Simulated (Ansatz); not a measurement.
Molecule: C6H11, net charge 0, doublet state. It need not be the lowest isomer of its formula. 
Structure (B3LYP-D3(BJ)/def2-TZVP (Ansatz, a program for electronic structure) minimum search):
```
C
C 1 1.3076
H 2 1.0902 1 119.21
C 1 1.4682 2 141.16 3 179.44
H 4 1.0949 1 109.45 2 123.40
H 4 1.1013 5 105.88 1 117.47
C 2 1.5155 3 115.06 1 -178.93
H 7 1.0918 2 109.83 3 -176.57
H 7 1.0951 8 106.66 2 -117.59
C 7 1.5301 8 110.01 9 -118.42
H 10 1.0914 7 110.82 8 -60.71
H 10 1.0920 11 108.26 7 -122.06
H 10 1.0922 11 107.68 12 -116.39
C 4 1.5340 5 109.40 6 117.82
H 14 1.0906 4 110.75 5 62.84
H 14 1.0908 15 107.90 4 -121.33
H 14 1.0913 15 108.33 16 -117.16
```
Charge 0, spin multiplicity 2.

Basis-set convergence of Hartree-Fock and CCSD correlation energies (hartree) with Ansatz. Cores are frozen in the correlated levels unless marked. Open shells are spin-unrestricted. No spin-orbit coupling. No relativistic terms.

The UHF reference is spin-contaminated (<S^2> 0.15 over the pure value in the largest basis). 

```
basis    functions       E(HF)  E(corr, CCSD)
-------  ---------  ----------  -------------
cc-pVDZ        139  -233.55745       -0.89027
cc-pVTZ        334           …              …
```

What belongs in the gaps?


- cc-pVTZ, E(HF): -233.62100
- cc-pVTZ, E(corr, CCSD): -1.05583
